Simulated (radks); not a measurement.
All-electron atom: the silicon ion Si3+ in [Ne] 3s1 (the NIST ground configuration).

Method: Dirac Kohn-Sham, revPBE, spin-unpolarised, spherical densities, finite nucleus; Fermi nuclear charge, rms radius 3.1224 fm; computed with a radial shooting solver on a logarithmic mesh with Libxc functionals.

Energy parts (hartree):
part                      energy
total                 -287.81277
kinetic                288.71710
electron-nucleus      -672.59052
Hartree                115.96447
exchange-correlation   -19.90382

Orbitals (lengths in bohr, moments of r in powers of bohr; <r^-3> diverges for s and p1/2; r(max) is where P^2 peaks):
[
 {"orbital": "1s1/2", "occ.": "2", "eigenvalue (hartree)": "-67.02535", "r(max)": "0.07258", "<r^-3>": "-", "<1/r>": "13.64", "small-component weight": "2.46e-03"},
 {"orbital": "2s1/2", "occ.": "2", "eigenvalue (hartree)": "-6.46688", "r(max)": "0.4538", "<r^-3>": "-", "<1/r>": "2.591", "small-component weight": "3.51e-04"},
 {"orbital": "2p1/2", "occ.": "2", "eigenvalue (hartree)": "-4.86543", "r(max)": "0.3862", "<r^-3>": "-", "<1/r>": "2.480", "small-component weight": "3.29e-04"},
 {"orbital": "2p3/2", "occ.": "4", "eigenvalue (hartree)": "-4.84143", "r(max)": "0.3878", "<r^-3>": "48.33", "<1/r>": "2.467", "small-component weight": "3.28e-04"},
 {"orbital": "3s1/2", "occ.": "1", "eigenvalue (hartree)": "-1.44539", "r(max)": "1.633", "<r^-3>": "-", "<1/r>": "0.7411", "small-component weight": "6.12e-05"},
 {"orbital": "3p1/2", "occ.": "0", "eigenvalue (hartree)": "-1.12822", "r(max)": "1.798", "<r^-3>": "-", "<1/r>": "0.6548", "small-component weight": "5.09e-05"},
 {"orbital": "3p3/2", "occ.": "0", "eigenvalue (hartree)": "-1.12587", "r(max)": "1.802", "<r^-3>": "4.762", "<1/r>": "0.6531", "small-component weight": "5.08e-05"}
]

The highest occupied level is 3s1/2 at -39.331 eV. For comparison, the ionisation energy in NIST's Atomic Spectra Database is 45.142 eV (measured). In exact Kohn-Sham theory the highest level is minus the ionisation energy, but local and semilocal functionals leave it too shallow, through self-interaction and a potential that decays too fast; potentials with the right tail come closer.

Run on one thread of a shared host, so times are rough (Intel(R) Xeon(R) Platinum 8488C): 0.06 s of CPU time, 0.07 s wall, 15 iterations on 2189 mesh points.

Beside tabulated values, note that spin-unpolarised runs miss the spin-polarisation part of the exchange energy of open shells.
